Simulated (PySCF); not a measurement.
**Working with the constants of KSb⁺**

LC-ωPBE constants of KSb⁺, ⁴Σ⁻ (quartet), unpaired electrons σ ↑, π ↑↑ (PySCF, scalar-relativistic core potentials, basis sets K def2-SVPD, Sb def2-SVPD with ECP28; masses 38.9637 and 120.9038 u):

```
ωe            : 57.1 cm⁻¹
ωexe          : 0.61 cm⁻¹
Be            : 0.038455 cm⁻¹
αe            : 0.000483 cm⁻¹
De to K⁺ + Sb : 0.169 eV
```

Q: What force constant and bond length do these constants imply?

A: Reduced mass μred = 29.467 u; k = 5.8918×10⁻⁷·μred·ωe² (u, cm⁻¹, mdyn/Å) = 0.0566 mdyn/Å; Re = √(16.8576/(μred·Be)) (u, cm⁻¹, Å) = 3.857 Å.

Q: Estimate the centrifugal constant D from the Kratzer relation and find the Dunham coefficient a1.

A: D = 4Be³/ωe² = 6.98e-08 cm⁻¹; a1 = −1 − αeωe/(6Be²) = -4.11.

The bond is weak. Basis-set superposition, not corrected here, can be much of De in a small basis, most of all at correlated wavefunction levels. These are scalar-relativistic numbers at best; spin–orbit coupling would shift them, the dissociation energy most. For an ion De counts to the pair picked by the measured ionisation energies or electron affinities, which need not be the lowest pair at this level. The state was picked by a PBE0 search and need not be the measured ground state.
